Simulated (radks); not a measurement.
Spherical quantum dot in the effective-mass picture: electrons in a hard-walled sphere of radius 1.45, with a point charge +1 (a donor) at the centre, all in effective atomic units (hartree* = m*/eps^2 hartree, bohr* = eps/m* bohr), one dielectric constant everywhere. Method: non-relativistic Kohn-Sham, PBE, spin-polarised, spherical densities; computed with a radial shooting solver with Libxc functionals. Levels are named by radial order and angular momentum (1s, 1p, 1d, 2s, ...), and open shells are averaged over m. Results are scaled to m* = 0.057 and eps = 9.6, for which hartree* = 16.83 meV and bohr* = 8.912 nm.

N = 14, configuration 1s2 1p6 1d(up 5, down 1). This is the lowest configuration that the search found. Occupied and some empty levels:

level,occupation,eigenvalue (meV),<r> (nm)
1s up,1,238.10,6.960
1s down,1,240.62,6.887
1p up,3,273.45,8.083
1p down,3,276.74,8.059
1d up,5,319.86,8.677
1d down,1,323.45,8.667
2s up,0,346.11,6.075
2s down,0,347.58,6.111
1f up,0,377.79,9.090
1f down,0,381.52,9.086
2p up,0,433.74,6.800
2p down,0,435.68,6.800

Energy (meV): total 2496.66, kinetic 1385.8, external -282.95, Hartree 1626.4, exchange-correlation -232.55.

Electron density:

r (nm),n(r) (e/nm^3)
0.337,0.001660
0.981,0.001523
1.63,0.001489
2.27,0.001544
2.92,0.001681
3.56,0.001889
4.21,0.002155
4.85,0.002454
5.50,0.002756
6.14,0.003019
6.79,0.003199
7.43,0.003249
8.07,0.003134
8.72,0.002838
9.37,0.002370
10.0,0.001790
10.7,0.001176
11.3,0.0006225
11.9,0.0002268
12.6,0.00002611
